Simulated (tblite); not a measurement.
Br₃Sb, charge +1, doublet, at a GFN2-xTB geometry (a state made from the parent by changing its charge; the spin is typed, not shown lowest); tblite with GFN1-xTB.

Here is a job for tblite.
```
$ tblite run mol.xyz --method gfn1 --charge 1 --spin 1 --etemp 2000 --json tblite.json --no-restart

# file mol.xyz
4

Sb    -0.00424655    -0.01061037     0.90041461
Br     0.54273096    -2.14698769    -0.46015488
Br     1.59562012     1.54932591    -0.41163234
Br    -2.13216325     0.61312260    -0.44024549
```

Question: Predict the main parts of the log of this tblite run.

Answer: 
```
xTB calculator
 | screened Coulomb repulsion
 | Coulomb electrostatics
 |  * isotropic Klopman-Ohno-Mataga-Nishimoto electrostatics
 |  * onsite third-order electrostatics
 | DFT-D3(BJ) dispersion correction

halogen bonding energy    0.0000000000000E+00 Eh
repulsion energy          1.0627531510214E-02 Eh
dispersion energy        -2.5630580816387E-03 Eh
number of electrons       2.5000000000000E+01 e
integral cutoff           4.0000000000000E+01 bohr

------------------------------------------------------------
  cycle        total energy    energy error   density error
------------------------------------------------------------
      1     -13.30311076797  -1.3311175E+01   6.5741037E-01
      2     -11.56972039432   1.7333904E+00   8.7814765E-01
      3     -13.60233305955  -2.0326127E+00   3.6226344E-01
      4     -13.76300919144  -1.6067613E-01   2.2669724E-02
      5     -13.76373710074  -7.2790930E-04   1.4330333E-02
      6     -13.76402495459  -2.8785385E-04   1.9014104E-03
      7     -13.76402712751  -2.1729233E-06   2.7636064E-04
      8     -13.76402720780  -8.0288062E-08   1.9793948E-04
      9     -13.76402729046  -8.2659582E-08   5.1043959E-05
     10     -13.76402729316  -2.7007019E-09   2.3045749E-05
     11     -13.76402729408  -9.1460350E-10   6.1560339E-07
------------------------------------------------------------

electronic energy        -1.3772091767506E+01 Eh
total energy             -1.3764027294077E+01 Eh

Post processing:
 | Mayer-Wiberg bond orders

[Info] JSON dump of results written to 'tblite.json'
```
